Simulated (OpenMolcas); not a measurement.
How basis sets differ on InSiH5 (SMILES [SiH3][InH2])

InSiH5 has 7 atoms, charge 0, and is taken as a singlet. As SMILES, `[SiH3][InH2]`. The coordinates come from a PBE0-D4/def2-TZVP relaxation.

```xyz
7

Si    0.0000    0.0000    0.0000
In    0.0000    0.0000    2.5748
H     1.3678    0.0000   -0.5871
H    -0.7196    1.1969   -0.5209
H    -0.7144   -1.2040   -0.5124
H     1.4630   -0.0685    3.4930
H    -1.4983    0.0661    3.4370
```

Quantity: the HOMO–LUMO gap, in eV. The values are calculated.

```tsv
level	kind	program	value (eV)
HF/LANL2DZ (core potential)	Hartree–Fock	OpenMolcas	10.18
HF/ANO-R0 (sfX2C)	Hartree–Fock	OpenMolcas	10.22
HF/STO-3G	Hartree–Fock	OpenMolcas	12.66
HF/3-21G	Hartree–Fock	OpenMolcas	10.12
HF/def2-SVP (core potential)	Hartree–Fock	OpenMolcas	10.17
HF/ANO-R1 (sfX2C, RICD fitting)	Hartree–Fock	OpenMolcas	10.13
HF/def2-TZVP (core potential)	Hartree–Fock	OpenMolcas	10.01
```

All-electron rows without a relativistic Hamiltonian named are non-relativistic, while core potentials hold scalar relativity, so basis and relativity change together. The values span 10.01 to 12.66 eV. A Hartree–Fock LUMO above zero doesn't converge with the basis: it sinks as sets grow more diffuse. Orbital gaps aren't excitation energies.
